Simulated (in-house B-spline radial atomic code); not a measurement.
The numbers below are computed, except where a source is named.
# Sr in an electron gas of r_s = 1.65: phase shifts, screening and friction

A nucleus sits in a uniform electron gas with a rigid positive background. The Kohn-Sham equations are solved self-consistently in the spin-unpolarised LDA (PW92), non-relativistic, on B-splines with outgoing waves at the boundary and partial waves to l = 8. The model has no lattice, no bands and no magnetic solution. Atomic units; δ_l are the phase shifts at the Fermi level, counted so that each bound state adds π, and good to about 0.0005.

The density parameter is r_s = 1.65 bohr.

| l | δ_l (rad) |
| --- | --- |
| 0 | 10.8702 |
| 1 | 8.4216 |
| 2 | 4.4170 |
| 3 | 0.1528 |
| 4 | 0.0311 |
| 5 | 0.0076 |
| 6 | 0.0018 |
| 7 | 0.0005 |
| 8 | 0.0001 |

Bound levels below the band bottom (hartree): s -10.99, p -8.521, d -4.029, s -0.7743, p -0.2071 and deeper ones.

Task: Check the Friedel sum rule, and say where the screening charge sits.

Result: k_F = (9π/4)^(1/3)/r_s = 1.16313. The rule is Z = (2/π) Σ (2l + 1) δ_l. The terms are s 6.920, p 16.084, d 14.060, f 0.681 and 0.252 beyond, in all 37.997 against Z = 38. Bound states hold 8 s, 18 p, 10 d electrons, so the scattering states carry 2.00 in all; where a term is smaller than its bound count, the bound level has drawn weight out of the band.

Task: Find the transport cross section and the electronic stopping of a 5 keV Sr ion (mass 87.62 u).

Result: σ_tr = (4π/k_F²) Σ (l + 1) sin²(δ_l − δ_(l+1)). The terms for l = 0 to 3 are 0.4081, 1.1546, 2.4367, 0.0590, all together 4.0613, so σ_tr = 9.289 × 4.0613 = 37.724 bohr². With n = 3/(4π r_s³) = 0.05314, the friction coefficient is Q = n k_F σ_tr = 2.3319. For v well below v_F = 1.163, dE/dx = Q v; with 24801 eV per u at v = 1, v = √(5000/(24801 × 87.62)) = 0.0480, so dE/dx = 0.11186 hartree/bohr = 57.5 eV/nm. The largest term couples the d and f waves.
